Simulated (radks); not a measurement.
The table gives one normalised radial function P(r) = r R(r) of Sr12+ in [Ar] 3d8 (r in bohr). Calculated with a radial shooting solver on a logarithmic mesh with Libxc functionals: scalar-relativistic Kohn-Sham, PBE, spin-polarised, spherical densities, finite nucleus; open shells are filled with parallel spins first (spin-orbit coupling, left out, can overturn this in heavy ions); Fermi nuclear charge, rms radius 4.224 fm.

r	P
0.003642	0.0001
0.005097	0.0002
0.00719	0.0004
0.01006	0.0011
0.01408	0.0028
0.01986	0.0073
0.02779	0.0179
0.03889	0.0426
0.05485	0.0986
0.07676	0.2101
0.1074	0.4118
0.1515	0.7320
0.212	1.1136
0.2967	1.4206
0.4185	1.4530
0.5856	1.1269
0.8195	0.6165
1.156	0.2036
1.617	0.0346

Which n and l does it have? It may be an empty orbital.

Answer. n = 3, l = 2: the number of nodes gives n - l - 1 = 0, the rise at small r (about r^(l+1), flatter next to the nucleus through relativity) gives l, and the extent must fit the shell. The curve is that of 3d down; the table hardly tells the two spins apart. 3d down: eigenvalue -387.70 eV, 0 radial nodes, <r> = 0.463 bohr, 90 % of the charge inside 0.735 bohr.
